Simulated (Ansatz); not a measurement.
## C3H5ClGaN: where a starting geometry ends

The starting geometry of this gas-phase triplet was optimised with GFN2-xTB as a singlet; its bonds are those of `[CH3][Ga]([Cl])[CH2]C#N`.

```yaml
atoms:
  - { symbol: C, position_ang: [-2.8575, -0.3019, 1.8356] }
  - { symbol: C, position_ang: [0.3073, -1.8107, 0.7389] }
  - { symbol: C, position_ang: [0.7808, -0.9446, 1.7652] }
  - { symbol: Cl, position_ang: [-2.6329, -2.5403, -0.9986] }
  - { symbol: Ga, position_ang: [-1.7563, -1.4888, 0.5976] }
  - { symbol: N, position_ang: [1.1175, -0.2296, 2.5962] }
  - { symbol: H, position_ang: [-2.2298, 0.4753, 2.2731] }
  - { symbol: H, position_ang: [-3.6771, 0.1553, 1.2748] }
  - { symbol: H, position_ang: [-3.2846, -0.9000, 2.6451] }
  - { symbol: H, position_ang: [0.5097, -2.8580, 0.9902] }
  - { symbol: H, position_ang: [0.7809, -1.5745, -0.2210] }
```

Where would you expect an optimisation with PBE0-D3(BJ)/def2-SVP to take it?

It rearranges, giving a structure given below by its coordinates. Contacts that open: C2–Ga5 (2.09 → 4.66 Å). Contacts that close: Ga5–N6 (3.72 → 2.18 Å).

The energy falls by 2.62 eV over 52 steps:

| step | E − E(last) (eV) |
| --- | --- |
| 1 | 2.616 |
| 7 | 0.582 |
| 12 | 0.336 |
| 18 | 0.324 |
| 24 | 0.275 |
| 29 | 0.127 |
| 35 | 0.023 |
| 41 | 0.002 |
| 46 | 0.000 |
| 52 | 0.000 |

Final geometry (Å):

| atom | x (Å) | y (Å) | z (Å) |
| --- | --- | --- | --- |
| C | -3.2590 | 0.1372 | 2.0831 |
| C | 1.6538 | -2.5056 | 0.9561 |
| C | 0.4754 | -1.7877 | 0.9962 |
| Cl | -2.9272 | -1.5883 | -1.0076 |
| Ga | -2.2355 | 0.0045 | 0.3795 |
| N | -0.5184 | -1.1712 | 1.0217 |
| H | -2.6459 | 0.6026 | 2.8689 |
| H | -4.1615 | 0.7466 | 1.9298 |
| H | -3.5592 | -0.8744 | 2.3973 |
| H | 1.7609 | -3.4139 | 1.5531 |
| H | 2.4745 | -2.1676 | 0.3190 |

No frequencies were run, so the end isn't proven a minimum. Open shells are spin-unrestricted. The triplet needn't be the ground state. Run with Ansatz 0.2.0, 4.2 min on 2 threads of Intel(R) Xeon(R) 6975P-C (Granite Rapids), on a shared host.
